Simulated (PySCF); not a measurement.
Point-charge models of `C=C[Si@@H](O)[Si@](F)([SiH3])O[SiH3]` against its computed dipole.

Coordinates (GFN2-xTB, Å) and charges (e) from the PBE0/pcSseg-1 density (PySCF):

```json
{"atom": "C1", "x": "-3.554", "y": "-0.360", "z": "0.823", "Mulliken": "-0.1683", "IAO": "-0.2818", "Hirshfeld": "-0.0865", "ESP-fitted": "-0.2893"}
{"atom": "C2", "x": "-2.372", "y": "-0.915", "z": "1.046", "Mulliken": "-0.4895", "IAO": "-0.4383", "Hirshfeld": "-0.1443", "ESP-fitted": "-0.3582"}
{"atom": "Si3", "x": "-0.959", "y": "-0.943", "z": "-0.209", "Mulliken": "+0.7020", "IAO": "+0.8410", "Hirshfeld": "+0.3289", "ESP-fitted": "+0.5662"}
{"atom": "O4", "x": "-1.478", "y": "-0.437", "z": "-1.676", "Mulliken": "-0.5710", "IAO": "-0.7975", "Hirshfeld": "-0.3059", "ESP-fitted": "-0.7656"}
{"atom": "Si5", "x": "0.691", "y": "0.613", "z": "0.158", "Mulliken": "+0.8434", "IAO": "+1.0010", "Hirshfeld": "+0.3495", "ESP-fitted": "+0.6112"}
{"atom": "F6", "x": "0.579", "y": "0.986", "z": "1.746", "Mulliken": "-0.4298", "IAO": "-0.5463", "Hirshfeld": "-0.2221", "ESP-fitted": "-0.3483"}
{"atom": "Si7", "x": "0.999", "y": "2.598", "z": "-0.994", "Mulliken": "+0.1288", "IAO": "+0.2592", "Hirshfeld": "+0.2167", "ESP-fitted": "+0.2178"}
{"atom": "O8", "x": "2.134", "y": "-0.140", "z": "0.090", "Mulliken": "-0.7330", "IAO": "-0.8851", "Hirshfeld": "-0.3075", "ESP-fitted": "-0.4501"}
{"atom": "Si9", "x": "3.264", "y": "-1.255", "z": "0.400", "Mulliken": "+0.7281", "IAO": "+0.8874", "Hirshfeld": "+0.3948", "ESP-fitted": "+0.5916"}
{"atom": "H10", "x": "-4.341", "y": "-0.331", "z": "1.562", "Mulliken": "+0.1238", "IAO": "+0.1527", "Hirshfeld": "+0.0500", "ESP-fitted": "+0.1610"}
{"atom": "H11", "x": "-3.790", "y": "0.098", "z": "-0.125", "Mulliken": "+0.1048", "IAO": "+0.1385", "Hirshfeld": "+0.0404", "ESP-fitted": "+0.1457"}
{"atom": "H12", "x": "-2.191", "y": "-1.349", "z": "2.021", "Mulliken": "+0.1319", "IAO": "+0.1570", "Hirshfeld": "+0.0448", "ESP-fitted": "+0.1728"}
{"atom": "H13", "x": "-0.579", "y": "-2.370", "z": "-0.301", "Mulliken": "-0.0962", "IAO": "-0.1422", "Hirshfeld": "-0.0853", "ESP-fitted": "-0.1298"}
{"atom": "H14", "x": "-2.247", "y": "-0.816", "z": "-2.093", "Mulliken": "+0.2457", "IAO": "+0.3635", "Hirshfeld": "+0.1767", "ESP-fitted": "+0.4792"}
{"atom": "H15", "x": "0.310", "y": "3.727", "z": "-0.353", "Mulliken": "-0.0562", "IAO": "-0.0938", "Hirshfeld": "-0.0727", "ESP-fitted": "-0.0786"}
{"atom": "H16", "x": "2.398", "y": "3.020", "z": "-1.148", "Mulliken": "-0.0483", "IAO": "-0.0847", "Hirshfeld": "-0.0650", "ESP-fitted": "-0.0667"}
{"atom": "H17", "x": "0.447", "y": "2.505", "z": "-2.352", "Mulliken": "-0.0572", "IAO": "-0.0950", "Hirshfeld": "-0.0749", "ESP-fitted": "-0.0890"}
{"atom": "H18", "x": "2.913", "y": "-2.432", "z": "-0.395", "Mulliken": "-0.1228", "IAO": "-0.1491", "Hirshfeld": "-0.0821", "ESP-fitted": "-0.1366"}
{"atom": "H19", "x": "4.513", "y": "-0.633", "z": "-0.034", "Mulliken": "-0.1188", "IAO": "-0.1407", "Hirshfeld": "-0.0781", "ESP-fitted": "-0.1210"}
{"atom": "H20", "x": "3.257", "y": "-1.555", "z": "1.830", "Mulliken": "-0.1172", "IAO": "-0.1457", "Hirshfeld": "-0.0772", "ESP-fitted": "-0.1122"}
```

Task: Form Σ q r in debye for every column and set it beside the full dipole.

Result: The full density gives (-1.37, -1.64, -0.92) D, 2.32 D in size; dipole vectors point from the negative to the positive end.

| scheme | μx | μy | μz | size (D) | share of the full size (%) | angle to the full dipole (°) |
| --- | --- | --- | --- | --- | --- | --- |
| Mulliken | 0.24 | -1.97 | -1.68 | 2.61 | 112 | 43 |
| IAO | -0.14 | -2.67 | -1.62 | 3.13 | 135 | 33 |
| Hirshfeld | -0.59 | -1.00 | -0.99 | 1.53 | 66 | 19 |
| ESP-fitted | -1.39 | -1.63 | -0.94 | 2.34 | 101 | 1 |

Task: Which set comes closest?

Result: Length of the difference vector: ESP-fitted 0.03 D, Hirshfeld 1.01 D, IAO 1.75 D, Mulliken 1.81 D. Closest: ESP-fitted. The schemes that divide the density aren't constrained to reproduce the dipole.

Task: What is left for the Hirshfeld atoms' own dipoles?

Result: The shares of the density sum to the whole, so what Σ q r misses lies in dipoles about the nuclei. The atomic dipoles sum to (-1.37, -1.64, -0.92) − (-0.59, -1.00, -0.99) = (-0.78, -0.64, 0.07) D, 1.01 D in size.

Task: With the origin at the mean of the coordinates, (0.000, 0.001, 0.000) Å, which are the largest single terms, by size, of the ESP-fitted dipole along the direction of the full one?

Result: O4 -6.78, H14 +6.28, Si3 +3.57, Si9 -3.40, F6 +2.89 D; all 20 atoms together +2.34 D. The single terms depend on the origin, their sum doesn't.

Task: Give the size of the full dipole in other units.

Result: 2.32 D = 0.915 au = 0.484 e·Å = 7.75 × 10⁻³⁰ C·m.

Isolated species at its GFN2-xTB geometry (one conformer only). GFN2-xTB frequencies show an imaginary mode (39i cm⁻¹), so this geometry is no minimum at that level.

Conformer computed: `[CH2:1]=[CH:2][Si@@H:3]([OH:4])[Si@:5]([F:6])([SiH3:7])[O:8][SiH3:9]`: C1–C2–Si3–O4 -10°, C2–Si3–Si5–F6 22°, Si3–Si5–O8–Si9 -49°, H–O4–Si3–C2 -52°.
